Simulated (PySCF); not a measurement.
A PySCF script (with the pyscf-properties extension) for the NMR shieldings of SMILES CB[SiH2]O[SiH2][SiH3], CH$_{11}$BOSi$_{3}$, on a GFN2-xTB geometry:

```python
import basis_set_exchange as bse
import numpy as np
from pyscf import gto, dft
from pyscf.prop import nmr

atoms = """
C    -1.968071   -1.157086    0.200817
B    -2.355942    0.338709   -0.064974
Si   -1.055130    1.803930   -0.089708
O     0.449578    1.198145    0.108269
Si    2.026590    0.852055    0.196744
Si    2.222121   -1.405532   -0.204636
H    -2.438804   -1.837524   -0.509466
H    -2.361127   -1.450182    1.177504
H    -0.898642   -1.360472    0.208596
H    -3.497415    0.569657   -0.229405
H    -1.185487    2.809576    0.982762
H    -0.970860    2.586688   -1.338554
H     2.708184    1.715263   -0.777839
H     2.454490    1.284086    1.535189
H     1.561764   -1.870438   -1.433687
H     3.629168   -1.802275   -0.330355
H     1.672584   -2.262569    0.857755
"""
names = dict.fromkeys(["C", "B", "Si", "O", "H"], "pcSseg-1")
basis = {el: gto.basis.parse(bse.get_basis(n, elements=[el], fmt="nwchem")) for el, n in names.items()}
mol = gto.M(atom=atoms, basis=basis, charge=0, verbose=0)
mf = dft.RKS(mol, xc="PBE0")
mf.grids.level = 2
mf.grids.alignment = dft.numint.BLKSIZE   # the property module wants whole blocks of grid points
mf.conv_tol = 1e-9
mf.kernel()

calc = nmr.RKS(mf)   # GIAO
C = mf.mo_coeff
Co = C[:, mf.mo_occ > 0]
resp = mf.gen_response(singlet=True, hermi=2)
def vind(x):   # induced exchange potential for any number of trial vectors
    d = np.einsum("pi,xij,qj->xpq", C, 2 * x.reshape(-1, C.shape[1], Co.shape[1]), Co, optimize=True)
    return np.einsum("xpq,pi,qj->xij", resp(d - d.transpose(0, 2, 1)), C, Co, optimize=True).ravel()
mo1, _ = nmr.rhf.solve_mo1(calc, with_cphf=vind)
sigma = calc.kernel(mo1)
for i, s in enumerate(sigma):   # ppm
    w = np.linalg.eigvalsh((s + s.T) / 2)
    print("%2d %-2s iso %8.1f  s11 %8.1f  s22 %8.1f  s33 %8.1f" % (i, mol.atom_pure_symbol(i), w.mean(), *w))
```

Q: What are the results?

A: 
```
 0 C  iso    164.5  s11    126.4  s22    167.6  s33    199.5
 1 B  iso    -14.8  s11   -123.3  s22    -54.8  s33    133.8
 2 Si iso    383.2  s11    289.4  s22    372.5  s33    487.7
 3 O  iso    351.7  s11    253.5  s22    387.8  s33    413.7
 4 Si iso    380.2  s11    312.9  s22    359.2  s33    468.3
 5 Si iso    471.2  s11    454.9  s22    474.2  s33    484.5
 6 H  iso     29.9  s11     25.5  s22     28.6  s33     35.5
 7 H  iso     30.6  s11     25.6  s22     29.4  s33     36.8
 8 H  iso     29.2  s11     24.5  s22     27.7  s33     35.3
 9 H  iso     21.8  s11     11.5  s22     26.1  s33     27.9
10 H  iso     26.1  s11     22.2  s22     24.8  s33     31.4
11 H  iso     26.1  s11     22.1  s22     24.8  s33     31.4
12 H  iso     26.0  s11     22.2  s22     25.0  s33     30.7
13 H  iso     25.9  s11     22.4  s22     24.8  s33     30.6
14 H  iso     28.1  s11     25.3  s22     26.4  s33     32.7
15 H  iso     28.5  s11     25.3  s22     25.7  s33     34.4
16 H  iso     28.0  s11     25.0  s22     26.4  s33     32.7
```

These numbers come from an equivalent density-fitted implementation of the same equations, which agrees with the script to about 0.01 ppm for H and up to a few tenths of a ppm for heavy atoms, so last digits may differ.

Size and cost of the density-fitted run: 178 basis functions, 41 s wall time on 1 thread of an Arm Neoverse V1, shared host; peak memory 0.87 GiB.
